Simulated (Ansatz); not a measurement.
Total energies of CH7AsInN (`N[CH]([AsH2])[InH2]`).

```xyz
11

N    -0.161    1.685    0.633
C     0.507    0.414    0.400
As    1.105    0.448   -1.512
In   -0.582   -1.466    0.480
H    -1.135    1.649    0.360
H    -0.130    1.939    1.611
H     1.437    0.389    0.970
H    -0.305    0.306   -2.095
H     1.347   -1.064   -1.653
H     0.188   -2.995    0.687
H    -2.270   -1.305    0.119
```

Charge 0, multiplicity 1. Correlated methods include outer-core shells of As, In, which these sets cover unevenly. Scalar relativity is left out up to krypton. In: def2 effective core potential. Geometry: relaxed with PBE0-D4/def2-TZVP. It is one conformer, not always the lowest. Basis def2-TZVPP, the Gaussian-basis code of Ansatz.

RPA on PBE orbitals: Hartree–Fock energy of these orbitals -2519.70068 Eh, correlation -1.51689 Eh (frozen core).

```tsv
functional	energy without D4 (Eh)	D4 term (kJ/mol)
LDA (SPW92)	-2518.60249	–
PBE	-2522.59630	-26.5
BLYP	-2523.01063	-57.3
B97M-V	-2522.64391	–
PBE0	-2522.67084	-22.6
r2SCANh	-2523.03920	-6.7
HSE06 (plane-wave form)	-2522.66549	-21.3
BHLYP	-2522.89453	-37.1
CAM-B3LYP	-2523.10650	-23.3
LC-ωPBE	-2522.73058	–
ωB97X-V	-2522.80295	–
ωB97M-V	-2522.82409	–
B2PLYP	-2522.38305	–
PBE-QIDH	-2522.13048	–
```

(1) Give the same for revPBE, r2SCAN, B3LYP, r2SCAN0. (Best estimate.)

B3LYP takes the VWN-RPA correlation (the form of Gaussian; ORCA's B3LYP/G). HSE06 is the plane-wave form, built on full-range PBE exchange. The double hybrids freeze the cores in their second-order part.

## Answers

(1) Ansatz gave: 
```
functional  energy without D4 (Eh)  D4 term (kJ/mol)
    revPBE             -2522.90225             -72.5
    r2SCAN             -2523.06405              -6.2
     B3LYP             -2523.17434             -43.3
   r2SCAN0             -2523.00367              -7.5
```

LC-ωPBE has ω = 0.4 bohr⁻¹.
